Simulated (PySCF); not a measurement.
C7H9 (doublet state).
Cartesian coordinates in Å at the GFN2-xTB level; atoms count from 1:
```xyz
16
C7H9 angstrom
C     -2.751   -0.683   -0.828
C     -1.543   -0.287   -0.352
C     -1.439    0.589    0.864
C     -0.348   -0.683   -0.982
C      0.902   -0.310   -0.539
C      2.001    0.022   -0.145
C      3.312    0.410    0.313
H     -2.834   -1.309   -1.700
H     -3.670   -0.385   -0.355
H     -2.423    0.827    1.259
H     -0.923    1.516    0.616
H     -0.859    0.088    1.638
H     -0.400   -1.314   -1.859
H      3.234    1.042    1.198
H      3.836    0.961   -0.470
H      3.899   -0.475    0.563
```

The hyperfine couplings belong to this conformer and change with its torsions.

Identity: `C=C(C)C=C=[C]C` [radical].

Computed with UKS B3LYP, pcH-1 on C H, non-relativistic, mean-field spin-orbit, GIAO in PySCF 2.14.0. Isolated species at its GFN2-xTB geometry (one conformer only). GFN2-xTB frequencies show an imaginary mode (40i cm⁻¹), so this geometry is no minimum at that level. A GFN2-xTB geometry isn't a minimum of the functional, and hyperfine couplings can be far from their values at a DFT geometry. No stability test was run, so a lower SCF solution isn't excluded. ⟨S²⟩ is 0.781 where a pure state has 0.75.

Mulliken spin populations: C1 +0.516, C2 -0.227, C3 +0.014, C4 +0.581, C5 -0.191, C6 +0.387, C7 -0.034, H8 -0.022, H9 -0.023, H10 -0.001, H11 -0.006, H12 -0.006, H13 -0.026, H14 +0.002, H15 +0.018, H16 +0.018. Main spin sites, with 60 % or more of the largest population: C1, C4, C6; positions count bonds from the nearest.

Question: What dipolar couplings does the calculation give for H10, H11, H12, H14, H15, H16?

Answer: 
| atom | position | distance from C4 (Å) | T1 (MHz) | T2 | T3 |
| --- | --- | --- | --- | --- | --- |
| H10 | 3 bonds from C1 | 3.41 | -1.66 | -0.97 | 2.63 |
| H11 | 3 bonds from C4 | 2.78 | -1.93 | -0.26 | 2.19 |
| H12 | 3 bonds from C4 | 2.78 | -1.93 | -0.25 | 2.19 |
| H14 | 2 bonds from C6 | 4.53 | -2.03 | -1.71 | 3.74 |
| H15 | 2 bonds from C6 | 4.52 | -2.25 | -1.63 | 3.88 |
| H16 | 2 bonds from C6 | 4.52 | -2.26 | -1.62 | 3.88 |

Question: Estimate them with point dipoles: put each population ρk at its nucleus, leave out the nucleus itself and the atom bound to it, and sum T = Σ [ρk/(2S)]·C·(3 n nᵀ − 1)/r³ with C = μ0 gₑ μB g_N μN/(4π h) = 79.06 MHz Å³.

Answer: 
```
atom  T1 (MHz)     T2    T3  T3, computed  difference in T3 (%)
 H10     -1.48  -1.46  2.94          2.63                   +12
 H11     -2.01  -0.22  2.23          2.19                    +2
 H12     -2.00  -0.22  2.22          2.19                    +2
 H14     -3.51  -2.96  6.48          3.74                   +73
 H15     -3.62  -2.98  6.60          3.88                   +70
 H16     -3.62  -2.98  6.60          3.88                   +70
```

On one thread, Arm Neoverse V2 (aarch64) (shared host), this took 50 s wall (with the writing of density and orbital grids) and 1.0 GiB of memory at its peak.

The SMILES draws the unpaired electron on C6; the largest computed Mulliken spin population is on C4 (0.58 against 0.39).
